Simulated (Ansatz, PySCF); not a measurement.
Spin states of O2Ru (SMILES [O]=[Ru]=[O]), each relaxed with B3LYP-D3(BJ)/def2-TZVP.
State 1 (charge 0, multiplicity 1):
```tsv
atom	x (Å)	y (Å)	z (Å)
Ru	0.1461	-0.0442	0.1559
O	1.1599	0.2401	-1.1432
O	-1.3393	-0.1486	0.9169
```
State 2 (charge 0, multiplicity 3):
```xyz
3

Ru     0.2383    -0.0794     0.2611
O      1.0692     0.2508    -1.1591
O     -1.3408    -0.1241     0.8276
```

```json
[
 {"level": "PBE/def2-TZVPP", "energy of the multiplicity-3 state less that of the multiplicity-1 state (kcal/mol)": "5.24", "cost": "×1"},
 {"level": "PBE-D3(BJ)/def2-TZVPP", "energy of the multiplicity-3 state less that of the multiplicity-1 state (kcal/mol)": "5.23", "cost": "×1"},
 {"level": "BLYP/def2-TZVPP", "energy of the multiplicity-3 state less that of the multiplicity-1 state (kcal/mol)": "5.89", "cost": "×0.9"},
 {"level": "BLYP-D4/def2-TZVPP", "energy of the multiplicity-3 state less that of the multiplicity-1 state (kcal/mol)": "5.85", "cost": "×0.9"},
 {"level": "r2SCAN-D3(BJ)/def2-TZVPP", "energy of the multiplicity-3 state less that of the multiplicity-1 state (kcal/mol)": "-2.09", "cost": "×2"},
 {"level": "B97M-V/def2-TZVPP", "energy of the multiplicity-3 state less that of the multiplicity-1 state (kcal/mol)": "0.14", "cost": "×4"},
 {"level": "r2SCANh/def2-TZVPP", "energy of the multiplicity-3 state less that of the multiplicity-1 state (kcal/mol)": "-1.05", "cost": "×1"},
 {"level": "B3LYP/def2-TZVPP", "energy of the multiplicity-3 state less that of the multiplicity-1 state (kcal/mol)": "7.43", "cost": "×0.6"},
 {"level": "B3LYP-D3(BJ)/def2-TZVPP", "energy of the multiplicity-3 state less that of the multiplicity-1 state (kcal/mol)": "7.41", "cost": "×0.6"},
 {"level": "PBE0-D4/def2-TZVPP", "energy of the multiplicity-3 state less that of the multiplicity-1 state (kcal/mol)": "6.38", "cost": "×0.4"},
 {"level": "BHLYP/def2-TZVPP", "energy of the multiplicity-3 state less that of the multiplicity-1 state (kcal/mol)": "7.70", "cost": "×1"},
 {"level": "BHLYP-D4/def2-TZVPP", "energy of the multiplicity-3 state less that of the multiplicity-1 state (kcal/mol)": "7.69", "cost": "×1"},
 {"level": "CAM-B3LYP/def2-TZVPP", "energy of the multiplicity-3 state less that of the multiplicity-1 state (kcal/mol)": "8.79", "cost": "×0.5"},
 {"level": "CAM-B3LYP-D3(BJ)/def2-TZVPP", "energy of the multiplicity-3 state less that of the multiplicity-1 state (kcal/mol)": "8.79", "cost": "×0.5"},
 {"level": "CAM-B3LYP-D4/def2-TZVPP", "energy of the multiplicity-3 state less that of the multiplicity-1 state (kcal/mol)": "8.78", "cost": "×0.5"},
 {"level": "wB97X-V/def2-TZVPP", "energy of the multiplicity-3 state less that of the multiplicity-1 state (kcal/mol)": "11.98", "cost": "×1"},
 {"level": "wB97M-V/def2-TZVPP", "energy of the multiplicity-3 state less that of the multiplicity-1 state (kcal/mol)": "11.89", "cost": "×1"},
 {"level": "B2PLYP/def2-TZVPP", "energy of the multiplicity-3 state less that of the multiplicity-1 state (kcal/mol)": "17.82", "cost": "×2"},
 {"level": "B2PLYP-D3(BJ)/def2-TZVPP", "energy of the multiplicity-3 state less that of the multiplicity-1 state (kcal/mol)": "17.81", "cost": "×2"},
 {"level": "B2PLYP-D4/def2-TZVPP", "energy of the multiplicity-3 state less that of the multiplicity-1 state (kcal/mol)": "17.81", "cost": "×2"}
]
```

The rows run from -2.09 (r2SCAN-D3(BJ)/def2-TZVPP) to 17.82 kcal/mol (B2PLYP/def2-TZVPP). The dispersion term adds -0.01 in PBE-D3(BJ), -0.04 in BLYP-D4, -0.02 in B3LYP-D3(BJ). The 10 functionals in def2-TZVPP without D3 or D4 span 18.87, from r2SCANh to B2PLYP.

Singlets are restricted, other states unrestricted; no spin–orbit coupling, no relativity up to Kr; see below for the cores. The largest T1 diagnostic is 0.032.

Correlated levels freeze the inner cores; with def2 sets outer-core shells near the valence are correlated too.

Doubts at one or more of the structures used: a spin-contaminated determinant (BHLYP/def2-TZVPP, BHLYP-D4/def2-TZVPP, B2PLYP/def2-TZVPP, B2PLYP-D3(BJ)/def2-TZVPP, B2PLYP-D4/def2-TZVPP); a restricted determinant that unrestricted orbitals would lower (B2PLYP/def2-TZVPP, B2PLYP-D3(BJ)/def2-TZVPP, B2PLYP-D4/def2-TZVPP).

Codes used: Ansatz (a quantum-chemistry and plane-wave program) with Gaussian orbitals; PySCF for the dispersion terms. Each number belongs to the level named beside it. In def2 rows elements past Kr take small-core potentials, without spin–orbit coupling.

Costs are rough ratios of core time to PBE/def2-TZVPP (about 30 s over the structures, on one shared machine); a dash marks a level with no comparable run of its own.
